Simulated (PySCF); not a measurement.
PySCF input for Ga(SH)3 (GaH3S3), SMILES [SH][Ga]([SH])[SH], KT2/pcSseg-1. Coordinates come from a PBE-D3(BJ)/def2-SVP optimisation. The structure was generated by enumeration; whether it is a known compound was not checked. The values are those of a single conformer.

```python
import numpy as np
from pyscf import gto, scf, dft
from pyscf.prop.nmr import rks as nmr

mol = gto.M(
    atom='''
    Ga   -0.00693556   -0.00203074    0.00000000
    S    -1.42794957    1.69794382   -0.00000000
    H    -0.42667946    2.62311629    0.00000001
    S     2.17903196    0.40424659   -0.00000000
    H     2.51662155   -0.91594392    0.00000001
    S    -0.88862215   -2.03888004   -0.00000000
    H     0.32569638   -2.65718530    0.00000001
    ''',
    basis='pcSseg-1',
    charge=0,
    spin=0,
    max_memory=1600,
    verbose=3,
)
mf = dft.RKS(mol, xc='kt2')
mf.grids.level = 3
mf.conv_tol = 1e-10
mf.max_cycle = 100
mf.kernel()
n = nmr.NMR(mf)
n.verbose = 2
n.max_cycle_cphf = 60
sigma = n.kernel()
print('atom   isotropic/ppm   span/ppm')
for i, s in enumerate(sigma):
    w = np.linalg.eigvalsh((s + s.T) / 2)
    print(f'{mol.atom_symbol(i):2s}{i + 1:3d} {w.mean():14.3f} {w[2] - w[0]:11.3f}')
```

Log of the run:

```
converged SCF energy = -3138.62742690405
atom   isotropic/ppm   span/ppm
Ga  1       1195.195      99.264
S   2        630.132     237.670
H   3         29.653      17.353
S   4        603.964     240.489
H   5         29.816      17.487
S   6        606.274     236.341
H   7         29.993      16.953
```

Self-consistency was reached.

Cost: about 16 core-seconds (a rough figure).
